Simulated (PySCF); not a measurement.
Indirect couplings

Geometry:
| atom | x (Å) | y (Å) | z (Å) |
| --- | --- | --- | --- |
| N1 | -1.222 | -0.559 | 0.976 |
| C2 | -1.144 | 0.492 | -0.022 |
| Ge3 | 0.544 | 0.223 | -0.984 |
| N4 | 1.722 | -0.362 | 0.317 |
| H5 | -2.081 | -0.494 | 1.519 |
| H6 | -0.447 | -0.459 | 1.631 |
| H7 | -1.187 | 1.531 | 0.367 |
| H8 | -1.970 | 0.388 | -0.744 |
| H9 | 0.361 | -0.793 | -2.137 |
| H10 | 1.130 | 1.535 | -1.546 |
| H11 | 1.638 | -1.359 | 0.505 |
| H12 | 2.697 | -0.170 | 0.105 |

Couplings: B3LYP/pcJ-1 (pcSseg-1 on Ge) (spin–dipole term only in couplings to heteroatoms) in PySCF 2.14.0 with density-fitted response routines, geometry PBE0-D3(BJ)/def2-SVP; gas phase, one conformer, non-relativistic. Couplings are averaged over pairs made equivalent by symmetry, fast rotation or ring inversion, so a value needn't be that of the named pair in this geometry, while other rotamers aren't included; one pair stands for each set, and the list holds those of at least 0.8 Hz over up to four bonds.

Isotopes: $^{13}$C, $^{1}$H, $^{15}$N.

```json
{"pair": "N1, C2", "bonds": "1", "J (Hz)": "?"}
{"pair": "N1, H5", "bonds": "1", "J (Hz)": "?"}
{"pair": "C2, H7", "bonds": "1", "J (Hz)": "140.4"}
{"pair": "N4, H11", "bonds": "1", "J (Hz)": "-68.7"}
{"pair": "N1, H7", "bonds": "2", "J (Hz)": "?"}
{"pair": "C2, N4", "bonds": "2", "J (Hz)": "-3.9"}
{"pair": "C2, H5", "bonds": "2", "J (Hz)": "-2.7"}
{"pair": "C2, H9", "bonds": "2", "J (Hz)": "12.8"}
{"pair": "N4, H9", "bonds": "2", "J (Hz)": "?"}
{"pair": "H5, H6", "bonds": "2", "J (Hz)": "-9.0"}
{"pair": "H7, H8", "bonds": "2", "J (Hz)": "?"}
{"pair": "H9, H10", "bonds": "2", "J (Hz)": "21.5"}
{"pair": "H11, H12", "bonds": "2", "J (Hz)": "-8.4"}
{"pair": "N1, N4", "bonds": "3", "J (Hz)": "?"}
{"pair": "N1, H9", "bonds": "3", "J (Hz)": "-1.9"}
{"pair": "C2, H11", "bonds": "3", "J (Hz)": "1.5"}
{"pair": "H5, H7", "bonds": "3", "J (Hz)": "7.1"}
{"pair": "H7, H9", "bonds": "3", "J (Hz)": "2.2"}
{"pair": "H7, H10", "bonds": "3", "J (Hz)": "0.9"}
{"pair": "H9, H11", "bonds": "3", "J (Hz)": "1.9"}
```

Estimate the withheld couplings, with signs.

Answers


- $^{1}J$(N1,C2) = -1.8 Hz (bond length 1.451 Å)
- $^{1}J$(N1,H5) = -67.0 Hz (bond length 1.018 Å)
- $^{2}J$(N1,H7) = -1.4 Hz (mean over equivalent pairs that range from -2.7 to -0.2 Hz in this conformer)
- $^{2}J$(N4,H9) = -2.5 Hz (mean over equivalent pairs that range from -5.8 to 0.9 Hz in this conformer)
- $^{2}J$(H7,H8) = -11.4 Hz (angle at C2 107°)
- $^{3}J$(N1,N4) = 1.5 Hz (dihedral angle 36°)

Relativistic effects of the heavier atoms present are left out.
